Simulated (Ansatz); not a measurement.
A made-up structure of SiHICl (charge +1), closed shell:

```
4
angstrom
Cl -2.0580 -0.6363 -0.3319
Si -0.0329 0.1667 -0.0598
I 1.8981 -1.2724 0.8792
H 0.1928 1.7420 -0.4875
```

It is relaxed with PBE-D4/def2-SVP and then PBE0-D4/def2-TZVP (Ansatz 0.2.0). Atoms count as bonded within 1.22 times the sum of their covalent radii (H–H: 0.88 Å). The end point is not checked to be a true minimum.

(1) Does its bonding change? (Judge from chemistry; the calculation decides.)

Answers

(1) Computed: No: no bond forms or breaks.

Where it ends: The first stage lowers the energy by 0.87 eV in 5 steps. It ends as SiHICl ([Cl][SiH][I]), total charge +1:
Cl1  (-1.838, -0.568, -0.297)
Si2  (-0.029, 0.149, -0.053)
I3  (1.695, -1.136, 0.785)
H4  (0.172, 1.555, -0.435)
(Å)

Labels in which every atom is bracketed show which atoms are joined, not bond orders.

For scale, one of the runs: PBE0-D4/def2-TZVP relaxation, 130 basis functions, launched by `ansatz run in.yaml --threads 2 --pin off --events-out ev --progress --plain --max-ram 4352MiB`. Hardware: 2 CPU threads of an Arm Neoverse V1, shared host. Wall time about 13 s.
